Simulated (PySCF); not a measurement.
## SMILES CS[C@H]1C[C@@]1(S)C#N, C$_{5}$H$_{7}$NS$_{2}$

Cartesian coordinates in Å; atom numbers follow the order of the lines, from 1:
```xyz
15

C     2.1485    0.1345    0.8540
S     1.0871   -1.3334    0.7239
C     0.0203   -0.7807   -0.6076
C    -1.4021   -1.2260   -0.6134
C    -1.0867    0.2166   -0.3164
S    -1.4952    1.4246   -1.6142
C    -1.2648    0.7384    0.9899
N    -1.3877    1.2170    2.0225
H     1.5478    0.9879    1.1557
H     2.8865   -0.0847    1.6178
H     2.6388    0.3154   -0.0986
H     0.5323   -0.6682   -1.5557
H    -1.7446   -1.8351    0.2106
H    -1.8718   -1.4467   -1.5606
H    -0.6129    2.3485   -1.2299
```

Method: TDDFT B3LYP/def2-SVPD circular dichroism and optical rotation, one conformer, gas phase in PySCF. Geometry: GFN2-xTB.

The molecule is flexible and this is one conformer; a measurement averages over conformers. States above about 6.7 eV (minus the energy of the highest occupied orbital) lie near or above the ionisation threshold and depend on the basis.

Question: Draw the ECD and absorption spectra from the lowest 12 states, each a Gaussian of half-width 0.2 eV at 1/e height.

Answer: 
| E (eV) | λ (nm) | Δε (L mol⁻¹ cm⁻¹) | ε (L mol⁻¹ cm⁻¹) |
| --- | --- | --- | --- |
| 4.41 | 281 | +0.04 | 3.13 |
| 4.51 | 275 | +0.33 | 29.7 |
| 4.61 | 269 | +1.91 | 171 |
| 4.71 | 263 | +6.68 | 597 |
| 4.81 | 258 | +14.13 | 1260 |
| 4.91 | 252 | +18.05 | 1630 |
| 5.01 | 247 | +13.55 | 1320 |
| 5.11 | 243 | +4.59 | 787 |
| 5.21 | 238 | -2.73 | 539 |
| 5.31 | 233 | -6.00 | 481 |
| 5.41 | 229 | -4.64 | 404 |
| 5.51 | 225 | +0.19 | 441 |
| 5.61 | 221 | +4.78 | 822 |
| 5.71 | 217 | +4.55 | 1530 |
| 5.81 | 213 | -0.34 | 2200 |
| 5.91 | 210 | -3.45 | 2450 |
| 6.01 | 206 | -1.37 | 2580 |
| 6.11 | 203 | +1.63 | 3110 |
| 6.21 | 200 | +0.56 | 3960 |
| 6.31 | 196 | -5.42 | 4910 |
| 6.41 | 193 | -16.11 | 5850 |
| 6.51 | 190 | -29.75 | 6330 |

Δε uses R in velocity form, ε uses f in length form. Only the states computed contribute, so the short-wavelength end is incomplete.
